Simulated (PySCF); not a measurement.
diisopropyl selenide (C6H14Se), singlet, geometry from GFN2-xTB, with bond 13-3 at 2.0 times its length; PySCF with PBE0/STO-3G.

Input for PySCF:
```python
from pyscf import gto, scf, dft

mol = gto.M(
    atom='''
C     1.86446653    1.29407804    0.80317924
C     1.50690558   -0.17259937    0.65139770
C     2.68489215   -0.99790827    0.16360737
Se   -0.00341687   -0.41315183   -0.64432887
C    -1.48670476    0.35052891    0.47190419
C    -1.91146264    1.70546761   -0.06583612
C    -2.64416304   -0.63203627    0.51247011
H     2.19116429    1.70310963   -0.15088233
H     2.67491464    1.40507664    1.52279648
H     1.01422512    1.87378939    1.15742322
H     1.13115908   -0.57491929    1.59824306
H     2.40312917   -2.04381665    0.05518323
H     4.33043695   -0.86099199    1.58381205
H     3.02915302   -0.63217163   -0.80266792
H    -1.04753119    0.45505650    1.46887565
H    -1.06670254    2.38915777   -0.11779913
H    -2.32805585    1.59998211   -1.06575793
H    -2.67131268    2.14223315    0.58145157
H    -2.31920383   -1.59481014    0.90161164
H    -3.04810621   -0.78347580   -0.48724072
H    -3.43792651   -0.24778338    1.15189977
''',
    basis='sto-3g',
    verbose=4,
)

mf = dft.RKS(mol)
mf.xc = 'pbe0'
mf.diis_space = 12
mf.kernel()
```

The log (banner, timings and long lists left out):

```
PySCF version 2.14.0

[INPUT] verbose = 4
[INPUT] num. atoms = 21
[INPUT] num. electrons = 84
[INPUT] charge = 0
[INPUT] spin (= nelec alpha-beta = 2S) = 0
[INPUT] symmetry False subgroup None
[INPUT] Mole.unit = angstrom
[INPUT] Symbol           X                Y                Z      unit          X                Y                Z       unit  Magmom
[...]
nuclear repulsion = 560.568310040865
number of shells = 40
number of NR pGTOs = 186
number of NR cGTOs = 62
basis = sto-3g
ecp = {}

******** <class 'pyscf.dft.rks.RKS'> ********
method = RKS
initial guess = minao
damping factor = 0
level_shift factor = 0
DIIS = <class 'pyscf.scf.diis.CDIIS'>
diis_start_cycle = 1
diis_space = 12
diis_damp = 0
SCF conv_tol = 1e-09
SCF conv_tol_grad = None
SCF max_cycles = 50
direct_scf = True
direct_scf_tol = 1e-13
XC library pyscf.dft.libxc version 7.1.2
    S. Lehtola, C. Steigemann, M. J. T. Oliveira, and M. A. L. Marques,  SoftwareX 7, 1–5 (2018)
XC functionals = pbe0
    C. Adamo and V. Barone,  J. Chem. Phys. 110, 6158 (1999)
    M. Ernzerhof and G. E. Scuseria,  J. Chem. Phys. 110, 5029 (1999)
radial grids:
    Treutler-Ahlrichs [JCP 102, 346 (1995); DOI:10.1063/1.469408] (M4) radial grids

becke partition: Becke, JCP 88, 2547 (1988); DOI:10.1063/1.454033
pruning grids: <function nwchem_prune>
grids dens level: 3
symmetrized grids: False
atomic radii adjust function: <function treutler_atomic_radii_adjust>
small_rho_cutoff = 0
Set gradient conv threshold to 3.16228e-05
Initial guess from minao.
tot grids = 242448
init E= -2605.58565764482
[...]
cycle= 1 E= -2608.22696479411  delta_E= -2.64  |g|= 0.591  |ddm|= 5.38
[...]
cycle= 2 E= -2607.19773738465  delta_E= 1.03  |g|= 1.02  |ddm|= 3.83
[...]
cycle= 3 E= -2608.32304753904  delta_E= -1.13  |g|= 0.577  |ddm|=  3.5
[...]
cycle= 4 E= -2608.40567257268  delta_E= -0.0826  |g|= 0.244  |ddm|= 1.07
[...]
cycle= 5 E= -2608.44784215697  delta_E= -0.0422  |g|= 0.113  |ddm|= 0.68
[...]
cycle= 6 E= -2608.45296191176  delta_E= -0.00512  |g|= 0.0311  |ddm|= 0.184
[...]
cycle= 7 E= -2608.4533190662  delta_E= -0.000357  |g|= 0.00455  |ddm|= 0.0553
[...]
cycle= 8 E= -2608.45332463369  delta_E= -5.57e-06  |g|= 0.00206  |ddm|= 0.00909
[...]
cycle= 9 E= -2608.45332608402  delta_E= -1.45e-06  |g|= 0.000244  |ddm|= 0.00333
[...]
cycle= 10 E= -2608.45332610261  delta_E= -1.86e-08  |g|= 0.000115  |ddm|= 0.00049
[...]
cycle= 11 E= -2608.45332610884  delta_E= -6.24e-09  |g|= 1.83e-05  |ddm|= 0.000197
[...]
cycle= 12 E= -2608.45332610908  delta_E= -2.33e-10  |g|= 5.76e-06  |ddm|= 4.73e-05
[...]
Extra cycle  E= -2608.45332610895  delta_E= 1.24e-10  |g|= 1.68e-05  |ddm|= 4.36e-05
converged SCF energy = -2608.45332610895
```
